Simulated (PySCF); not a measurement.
# Frontier levels across methods

Compound: C3H14Si3.
Z-matrix (Å and degrees, PBE0-D3(BJ)/def2-SVP geometry), rows numbered from 1:
```
C 
C   1  1.5205
C   2  1.5281  1  114.17
Si  3  1.9034  2  116.07  1    59.41
Si  4  2.3528  3  113.73  2   -76.57
Si  4  2.3467  3  111.02  2    45.38
H   1  1.1004  2  111.49  3   175.85
H   1  1.1023  2  111.37  3    55.58
H   1  1.1027  2  111.69  3   -64.57
H   2  1.1037  1  109.29  3  -122.18
H   2  1.1049  1  109.30  3   122.86
H   3  1.1047  2  110.49  1   -63.34
H   3  1.1034  2  110.10  1   179.90
H   4  1.5000  3  108.56  2   164.43
H   5  1.4970  4  111.10  3    88.45
H   5  1.4965  4  110.34  3  -151.78
H   5  1.4979  4  110.74  3   -31.69
H   6  1.4975  4  111.56  3    52.16
H   6  1.4961  4  110.22  3   172.92
H   6  1.4975  4  110.06  3   -67.87
```

Basis pcSseg-1 throughout (PySCF), one geometry. One conformer (not necessarily the lowest) at the PBE0-D3(BJ)/def2-SVP geometry, without solvent, vibrations or thermal averaging.

**Question.** How do the orbital energies, the gap and the dipole change with the method?

**Answer.** 
| method | kind | HOMO (eV) | LUMO (eV) | gap (eV) | μ (D) | SCF cycles |
| --- | --- | --- | --- | --- | --- | --- |
| BLYP | GGA | -6.54 | -0.74 | 5.79 | 1.27 | 14 |
| OPBE | GGA | -6.68 | -0.79 | 5.89 | 1.26 | 14 |
| PBE | GGA | -6.69 | -0.94 | 5.75 | 1.28 | 14 |
| LDA | LDA | -6.76 | -1.13 | 5.63 | 1.27 | 13 |
| BP86 | GGA | -6.79 | -1.02 | 5.77 | 1.30 | 13 |
| B97-2 | global hybrid | -7.54 | -0.15 | 7.39 | 1.25 | 11 |
| BHandHLYP | global hybrid | -8.72 | 0.77 | 9.50 | 1.22 | 12 |
| CAM-B3LYP | range-separated hybrid | -8.99 | 0.93 | 9.92 | 1.21 | 12 |
| wB97X-D | range-separated hybrid | -9.53 | 1.53 | 11.06 | 1.21 | 12 |
| HF | Hartree–Fock | -10.23 | 3.01 | 13.24 | 1.24 | 10 |
| LC-wPBE | range-separated hybrid | -10.27 | 1.94 | 12.21 | 1.18 | 12 |

The HOMO spans 3.74 eV, from BLYP down to LC-wPBE, and the gap runs from 5.63 eV (LDA) to 13.24 eV (HF). Over the methods BLYP (0 %), OPBE (0 %), PBE (0 %), LDA (0 %), BP86 (0 %), B97-2 (21 %), BHandHLYP (50 %), HF (100 %), a straight line through the gap against the share of exact exchange rises by 0.75 eV for each 10 % (correlation coefficient 1.000). The dipole ranges from 1.18 D (LC-wPBE) to 1.30 D (BP86). This basis has no diffuse functions.
